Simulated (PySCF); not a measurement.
The dipole of `[SiH2](B(F)F)S` from its density and from atomic charges.

Coordinates (PBE0-D3(BJ)/def2-SVP, Å) and charges (e) from the PBE0/pcSseg-1 density (PySCF):

| atom | x | y | z | Mulliken | IAO | Hirshfeld | ESP-fitted |
| --- | --- | --- | --- | --- | --- | --- | --- |
| F1 | 1.518 | -1.953 | -0.358 | -0.2726 | -0.2952 | -0.1325 | -0.2278 |
| B2 | 1.110 | -0.754 | 0.004 | +0.5377 | +0.4979 | +0.2337 | +0.4693 |
| F3 | 2.044 | 0.095 | 0.392 | -0.2820 | -0.3029 | -0.1328 | -0.2169 |
| Si4 | -0.837 | -0.179 | -0.012 | +0.2940 | +0.4773 | +0.2425 | +0.1464 |
| S5 | -0.879 | 1.898 | -0.578 | -0.3678 | -0.2961 | -0.1341 | -0.3149 |
| H6 | -1.446 | -0.434 | 1.332 | -0.0405 | -0.1032 | -0.0715 | -0.0403 |
| H7 | -1.630 | -0.913 | -1.038 | -0.0334 | -0.0861 | -0.0642 | -0.0049 |
| H8 | 0.176 | 2.220 | 0.204 | +0.1646 | +0.1084 | +0.0587 | +0.1892 |

**Question.** Compute μ = Σ q r for each scheme (1 e·Å = 4.803 D) and compare with the dipole of the full density.

**Answer.** The full density gives (-0.06, -0.53, 0.82) D, 0.98 D in size; dipole vectors point from the negative to the positive end.

```tsv
scheme	μx	μy	μz	size (D)	share of the full size (%)	angle to the full dipole (°)
Mulliken	-0.84	-1.14	1.02	1.74	178	29
IAO	-1.66	-0.53	0.62	1.85	189	61
Hirshfeld	-0.38	-0.04	0.26	0.46	48	56
ESP-fitted	-0.07	-0.54	0.81	0.97	100	1
```

**Question.** Which set comes closest?

**Answer.** Length of the difference vector: ESP-fitted 0.01 D, Hirshfeld 0.81 D, Mulliken 1.00 D, IAO 1.61 D. Closest: ESP-fitted. The schemes that divide the density aren't constrained to reproduce the dipole.

**Question.** What is left for the Hirshfeld atoms' own dipoles?

**Answer.** The Hirshfeld atoms' densities add up to the full density, so μ = Σ q r + Σ (atomic dipoles). The atomic dipoles sum to (-0.06, -0.53, 0.82) − (-0.38, -0.04, 0.26) = (0.32, -0.49, 0.56) D, 0.81 D in size.

**Question.** With the origin at the mean of the coordinates, (0.007, -0.002, -0.007) Å, which are the largest single terms, by size, of the ESP-fitted dipole along the direction of the full one?

**Answer.** S5 +2.20, H8 -0.95, B2 +0.79, F1 -0.74, H6 -0.28 D; all 8 atoms together +0.97 D. The single terms depend on the origin, their sum doesn't.

**Question.** Give the size of the full dipole in other units.

**Answer.** 0.98 D = 0.384 au = 0.203 e·Å = 3.26 × 10⁻³⁰ C·m.

Isolated species at its PBE0-D3(BJ)/def2-SVP geometry (one conformer only).

The values belong to the conformer `[F:1][B:2]([F:3])[SiH2:4][SH:5]`: F1–B2–Si4–S5 -145°, H–S5–Si4–B2 -42°.
